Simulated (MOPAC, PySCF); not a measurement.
Pair of molecules: SiH4 (SMILES [SiH4]) (first 5 atoms) with CH4S (SMILES CS); geometry from B3LYP-D3(BJ)/def2-TZVP, rigid monomers moved along the line of their centres of mass till Si1···S7 is 3.26 Å.
(charge 0, multiplicity 1):
| atom | x (Å) | y (Å) | z (Å) |
|---|---|---|---|
| Si | -0.2461 | 0.0469 | 0.4985 |
| H | 0.0436 | 0.1598 | -0.9526 |
| H | 0.7071 | -0.9181 | 1.0912 |
| H | -1.6342 | -0.4268 | 0.6763 |
| H | -0.0651 | 1.3754 | 1.1230 |
| C | 1.0559 | 0.5326 | 3.7949 |
| S | -0.6279 | -0.1595 | 3.7316 |
| H | 1.6375 | 0.2294 | 2.9268 |
| H | 0.9387 | 1.6146 | 3.7783 |
| H | 1.5653 | 0.2465 | 4.7124 |
| H | -0.2759 | -1.4554 | 3.7357 |

Monomers are frozen at their geometry in the pair; levels with a basis set take the counterpoise correction. Rows marked so take none.

Rows in 3-21G, 6-31G* carry no dispersion term and start afresh at each structure (6-31G* with six Cartesian d functions). The state that PM7 reach isn't checked; PM7 holds dispersion and hydrogen-bond terms.

The values were computed with MOPAC for PM7 (differences of heats of formation); PySCF for 3-21G rows, 6-31G* rows. Each number belongs to the level named beside it.

One of these levels gives 3.83 kcal/mol for the interaction energy. Name it.
A. HF/3-21G (no counterpoise)
B. HF/6-31G* (no counterpoise)
C. B3LYP/6-31G* (no counterpoise)
D. PM7

B, HF/6-31G* (no counterpoise). The others give 3.18 (PM7), 1.60 (HF/3-21G (no counterpoise)), 2.13 (B3LYP/6-31G* (no counterpoise))
